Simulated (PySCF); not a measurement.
Mg(Br)(SMe) (CH3BrMgS), SMILES C[S][Mg][Br].

Coordinates come from a PBE0-D3(BJ)/def2-SVP optimisation. The structure was generated by enumeration; whether it is a known compound was not checked. The values are those of a single conformer.

Two levels are set side by side: TDA-PBE/def2-SVPD (PySCF) and TDA-B3LYP/def2-SVPD (PySCF). Vertical, same geometry. The lowest singlet is HOMO→LUMO 100 % with PBE and HOMO→LUMO 99 % with the other functional; states are paired by order. Differences are taken from unrounded values.

```tsv
quantity	TDA-B3LYP	TDA-PBE	TDA-PBE minus TDA-B3LYP
lowest singlet excitation (eV)	3.75	3.45	-0.31
lowest triplet excitation (TDA) (eV)	3.50	3.21	-0.30
first bright state (f over 0.05) (eV)	4.88	5.15	0.26
its oscillator strength	0.05	0.13	0.07
```

A lower first singlet is the usual sign of a functional without exact exchange. Differences between two approximate levels are no errors against the true value.

Rough cost on one machine, each run with all the roots and properties that it gave: TDA-B3LYP against TDA-PBE about 2 times.
